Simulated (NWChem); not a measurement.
GeH$_{2}$O$_{2}$ClF; SMILES [F][Ge]([OH])([Cl])[OH]

```xyz
7

O      0.0773    -1.0222     1.5567
Ge    -0.0157    -0.2534    -0.0098
O     -1.4641    -0.7911    -0.8078
F      1.3908    -0.7167    -0.8967
Cl    -0.0094     1.8647     0.0573
H      0.9418    -0.9392     1.9766
H     -1.7014    -1.6926    -0.5573
```
Atoms are numbered in this order, from 1.

Program: NWChem. All runs use the structure optimised with PBE0/def2-SVP.

Question: Among these, which level gives the highest value of “dipole (D)”?
A) Hartree-Fock/aug-cc-pVDZ
B) Hartree-Fock/cc-pVTZ
C) Hartree-Fock/cc-pVDZ

Answer: C, Hartree-Fock/cc-pVDZ. Values: Hartree-Fock/aug-cc-pVDZ 2.00; Hartree-Fock/cc-pVTZ 2.02; Hartree-Fock/cc-pVDZ 2.21
